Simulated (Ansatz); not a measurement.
Ansatz (a quantum-chemistry and plane-wave program) input (CCSD(T)/aug-cc-pVDZ):

Ansatz 0.2 input:
```yaml
crystal:
  periodic: [false, false, false]
  atoms:
    - {symbol: C, position_ang: [1.01649544, -0.48903755, 0.33400321]}
    - {symbol: C, position_ang: [2.07159355, 0.52943331, 0.57731124]}
    - {symbol: C, position_ang: [-0.37390396, -0.13963136, -0.11688283]}
    - {symbol: C, position_ang: [-1.05494242, -1.39270000, -0.68464948]}
    - {symbol: C, position_ang: [-0.35359022, 0.95771013, -1.19335772]}
    - {symbol: C, position_ang: [-1.19098007, 0.36715355, 1.09467733]}
    - {symbol: H, position_ang: [1.17993706, -1.49861355, 0.69337818]}
    - {symbol: H, position_ang: [1.75311624, 1.29155940, 1.30369825]}
    - {symbol: H, position_ang: [2.33629210, 1.07839567, -0.33356731]}
    - {symbol: H, position_ang: [2.98289271, 0.07359008, 0.96430333]}
    - {symbol: H, position_ang: [-2.08242790, -1.17508937, -0.98473765]}
    - {symbol: H, position_ang: [-0.51672285, -1.76616761, -1.55792625]}
    - {symbol: H, position_ang: [-1.08391791, -2.19087951, 0.06042936]}
    - {symbol: H, position_ang: [0.22837902, 0.64251421, -2.06172498]}
    - {symbol: H, position_ang: [-1.36933917, 1.17863938, -1.52796704]}
    - {symbol: H, position_ang: [0.07911300, 1.88459824, -0.81396844]}
    - {symbol: H, position_ang: [-2.20872739, 0.62519103, 0.78972708]}
    - {symbol: H, position_ang: [-0.73483737, 1.25720199, 1.53162206]}
    - {symbol: H, position_ang: [-1.25179159, -0.39850853, 1.87012269]}
basis:
  gaussian:
    orbitals: aug-cc-pVDZ
magnetization: {spin_polarized: true, initial_magnetization: 1}
correlation: {method: ccsd_t, electrons: outside_noble_gas}
output: {forces: true}
```

Output:

```
Functional definition: HF
integrals: 3.41 GiB planned
2519 factors; integrals over basis functions are off by at most 5.5e-4 eV
1.29 GiB of device memory are held for the factors and their scratch space
mean field: 2.00 GiB planned
mean field evaluation 1: about -6381.0259 eV, gradient 3.4e1 eV
mean field evaluation 2: about -6381.0319 eV, gradient 3.4e1 eV
mean field evaluation 4: about -6388.0683 eV, gradient 4.0e0 eV
mean field evaluation 8: about -6388.2149 eV, gradient 1.8e-1 eV
mean field evaluation 16: about -6388.1930 eV, gradient 1.2e0 eV
mean field -6388.21550899 eV, -234.7625898675 hartree, gradient 1.5e-6 eV, S^2 0.764206; 0 other end points of the search recorded, 0 dependent functions left out
6 core orbitals not correlated
reference -6388.21550899 eV, -234.7625898675 hartree; 19, 18 occupied and 230, 231 virtual orbitals, 2519 factors
densities: 33.07 GiB planned
second order -24.01294192 eV of doubles, -0.00000000 eV of singles
coupled cluster: 23.36 GiB planned
cycle   1  -25.52737612 eV  change    -1.5e0 eV  update   1.0e-1
cycle   2  -26.20024290 eV  change   -6.7e-1 eV  update   3.1e-2
cycle   3  -26.31588525 eV  change   -1.2e-1 eV  update   1.3e-2
cycle   4  -26.31679755 eV  change   -9.1e-4 eV  update   4.5e-3
cycle   5  -26.31653475 eV  change    2.6e-4 eV  update   1.9e-3
cycle   6  -26.31649863 eV  change    3.6e-5 eV  update   7.2e-4
cycle   7  -26.31644890 eV  change    5.0e-5 eV  update   2.3e-4
cycle   8  -26.31647690 eV  change   -2.8e-5 eV  update   9.1e-5
cycle   9  -26.31645817 eV  change    1.9e-5 eV  update   3.4e-5
cycle  10  -26.31643677 eV  change    2.1e-5 eV  update   1.4e-5
cycle  11  -26.31644384 eV  change   -7.1e-6 eV  update   6.1e-6
cycle  12  -26.31644725 eV  change   -3.4e-6 eV  update   2.3e-6
perturbative correction -0.88593924 eV, -0.0325576664 hartree
the calculation of the forces begins
1.29 GiB of device memory are held for the factors and their scratch space
Total energy: -6415.41789548 eV, -235.7622591323 hartree
Atom 0 at     1.016495    -0.489038     0.334003 Å, force    -0.055655    -0.150487    -0.167623 eV/Å
Atom 1 at     2.071594     0.529433     0.577311 Å, force     0.085946     0.204845     0.027110 eV/Å
Atom 2 at    -0.373904    -0.139631    -0.116883 Å, force    -0.188161     0.085025    -0.018241 eV/Å
Atom 3 at    -1.054942    -1.392700    -0.684649 Å, force     0.071151     0.126403     0.059791 eV/Å
Atom 4 at    -0.353590     0.957710    -1.193358 Å, force     0.021217    -0.122731     0.118410 eV/Å
Atom 5 at    -1.190980     0.367154     1.094677 Å, force     0.096423    -0.066017    -0.159429 eV/Å
Atom 6 at     1.179937    -1.498614     0.693378 Å, force     0.078197    -0.506238     0.195530 eV/Å
Atom 7 at     1.753116     1.291559     1.303698 Å, force    -0.144102     0.300845     0.306884 eV/Å
Atom 8 at     2.336292     1.078396    -0.333567 Å, force     0.102871     0.208416    -0.394611 eV/Å
Atom 9 at     2.982893     0.073590     0.964303 Å, force     0.398274    -0.211057     0.169825 eV/Å
Atom 10 at    -2.082428    -1.175089    -0.984738 Å, force    -0.472357     0.114688    -0.131905 eV/Å
Atom 11 at    -0.516723    -1.766168    -1.557926 Å, force     0.256509    -0.165156    -0.401723 eV/Å
Atom 12 at    -1.083918    -2.190880     0.060429 Å, force    -0.004884    -0.357600     0.349032 eV/Å
Atom 13 at     0.228379     0.642514    -2.061725 Å, force     0.274995    -0.154736    -0.397881 eV/Å
Atom 14 at    -1.369339     1.178639    -1.527967 Å, force    -0.475046     0.093226    -0.141769 eV/Å
Atom 15 at     0.079113     1.884598    -0.813968 Å, force     0.206662     0.432300     0.192449 eV/Å
Atom 16 at    -2.208727     0.625191     0.789727 Å, force    -0.461290     0.116457    -0.153017 eV/Å
Atom 17 at    -0.734837     1.257202     1.531622 Å, force     0.226609     0.417856     0.194441 eV/Å
Atom 18 at    -1.251792    -0.398509     1.870123 Å, force    -0.017360    -0.366036     0.352727 eV/Å
Dipole moment:    -0.000970     0.036114     0.027530 e Å
```

It need not be the lowest isomer of its formula.
